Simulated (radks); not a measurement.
Task: All-electron atom: Kr4+ in [Ar] 3d10 4s2 4p2 (the NIST ground configuration). All-electron calculation, Dirac Kohn-Sham, exchange-only LDA, spin-unpolarised, spherical densities, finite nucleus; open shells are shared between the two j in proportion to 2j + 1; Fermi nuclear charge, rms radius 4.1884 fm. Program: a radial shooting solver on a logarithmic mesh with Libxc functionals. Some entries of the table are withheld. Estimate them.

orbital,occ.,eigenvalue (hartree),<r> (bohr)
1s1/2,2,-521.3110,0.04154
2s1/2,2,-70.40709,0.1835
2p1/2,2,-63.88164,0.1574
2p3/2,4,-61.90686,0.1614
3s1/2,2,-11.66572,0.5308
3p1/2,2,(1),0.5334
3p3/2,4,(2),0.5439
3d3/2,4,-5.02813,0.5506
3d5/2,6,-4.97984,0.5544
4s1/2,2,-2.63055,(3)
4p1/2,0.666667,-2.05335,1.586
4p3/2,1.33333,-2.01669,1.611

Result: 
(1) 3p1/2 eigenvalue (hartree): -9.35938
(2) 3p3/2 eigenvalue (hartree): -9.06740
(3) 4s1/2 <r> (bohr): 1.432
